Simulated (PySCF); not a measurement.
B3LYP has the VWN-RPA correlation part, as in Gaussian. Delta-SCF ions had no search for a lower state. Excitations are Tamm–Dancoff values on a coarser integration grid. The basis has no diffuse functions, so Rydberg states are missing or too high.

Cartesian coordinates (Å):
```xyz
25

C      2.9458    -0.1462    -0.5927
C      1.7653     0.7976    -0.3239
Si     0.1704    -0.0744     0.1948
N      0.5367    -1.1249     1.5458
C     -1.1096     1.1685     0.8192
C     -1.5915     2.1697    -0.2393
C     -0.5257    -1.0162    -1.3003
C     -1.8113    -1.7940    -0.9926
H      2.7208    -0.8633    -1.3999
H      3.1977    -0.7312     0.3074
H      3.8562     0.4005    -0.8892
H      1.5547     1.4071    -1.2212
H      2.0309     1.5119     0.4756
H      1.1645    -1.9121     1.4090
H     -0.2213    -1.3988     2.1641
H     -0.6679     1.7013     1.6799
H     -1.9714     0.6082     1.2258
H     -2.3225     2.8861     0.1702
H     -0.7547     2.7579    -0.6509
H     -2.0755     1.6596    -1.0884
H     -0.6933    -0.3038    -2.1285
H      0.2565    -1.7088    -1.6617
H     -2.6344    -1.1171    -0.7086
H     -2.1610    -2.3898    -1.8519
H     -1.6594    -2.4879    -0.1488
```
Charge 0, spin multiplicity 1.

What is the computed vertical ionisation energy (Delta-SCF), T1 excitation (TDA) and total energy (B3LYP-D3(BJ)/def2-TZVP // B3LYP-D3(BJ)/def2-SVP run with PySCF)?


```
Property                                       Value
--------------------------------------  ------------
vertical ionisation energy (Delta-SCF)       8.61 eV
T1 excitation (TDA)                          5.76 eV
total energy                            -15874.36 eV
```
